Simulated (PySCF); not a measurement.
## A search over the determinants of TeO

Unrestricted PBE0; basis Te cc-pVTZ-PP with ECP28, O cc-pVTZ; scalar-relativistic core potentials; PySCF 2.14. Outer shells of the fragments: Te 4d10 5s2 5p4; O 2s2 2p4.

Followed along the bond (rough minima from three points):

```csv
2Ms+1,unpaired,⟨S²⟩ at the start,R at minimum (Å),Te (eV)
3,π ↑↑,2.01,1.82,0.00
1,π ↑↓,1.01,1.82,0.28
1,none,0.00,1.83,1.14
5,"σ ↑, π ↑↑↑",6.01,none in the scan,≤ 3.58
```

Solutions found at the starting distance of 1.920 Å, counted from the lowest of them; the search is not exhaustive and high or unbound solutions are not listed, so other states can lie among these:

| 2Ms+1 | unpaired | term | E (eV) | ⟨S²⟩ | ⟨Lz²⟩ | μ (D) |
| --- | --- | --- | --- | --- | --- | --- |
| 3 | π ↑↑ | ³Σ⁻ | 0.00 | 2.01 | 0.00 | -3.00 |
| 1 | π ↑↓ | mixed | 0.28 | 1.01 | 2.02 | -3.03 |
| 1 | none | mixed | 1.14 | 0.00 | 2.01 | -3.02 |
| 3 | π ↑↑ | mixed | 2.31 | 2.01 | 2.02 | -1.30 |
| 3 | σ ↑, π ↑ | ³Π | 3.53 | 2.01 | 1.01 | -2.27 |
| 3 | σ ↑, π ↑ | ³Π | 3.64 | 2.01 | 1.01 | -2.06 |
| 1 | σ ↓, π ↑ | mixed | 3.68 | 1.38 | 1.21 | -1.84 |
| 1 | σ ↓, π ↑ | mixed | 3.87 | 1.01 | 1.01 | -2.17 |
| 5 | σ ↑, π ↑↑↑ | ⁵Π | 4.09 | 6.01 | 1.00 | -0.95 |
| 3 | σ ↑, π ↑↑↓ | mixed | 4.80 | 3.01 | 3.03 | -0.98 |

A term symbol is given only where ⟨S²⟩ and ⟨Lz²⟩ are close to those of a pure state; real π, δ and φ orbitals otherwise mix terms. A positive dipole means Te(−)O(+).

Spin–orbit coupling is left out. Counting both spins, an empty level lies below a filled one in some of these solutions, because spin and occupation are held.
